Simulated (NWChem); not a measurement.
System: NH3SeS; SMILES [Se](S)N

NWChem input:

```
start job
memory heap 200 mb stack 900 mb global 1100 mb
geometry units angstroms noautoz
  Se     0.410748    -0.458325    -0.018320
  N     -1.241831    -1.324861    -0.026975
  H     -1.340214    -1.913504     0.795392
  H     -1.353691    -1.872693    -0.875374
  S     -0.190754     1.694793    -0.042013
  H     -0.335705     1.882108     1.291396
end
basis spherical
  * library def2-tzvp
end
dft
  xc m06
  iterations 150
  mulliken
end
task dft energy
```

Geometry: optimised at B3LYP/6-31G* (spherical d).

Predict the main results of this run. (M06/def2-TZVP.) Quantities: energy (Ha); highest occupied level (eV); orbital gap (eV); dipole (D).


- energy (Ha) = -2856.21
- highest occupied level (eV) = -6.86
- orbital gap (eV) = 5.81
- dipole (D) = 1.99
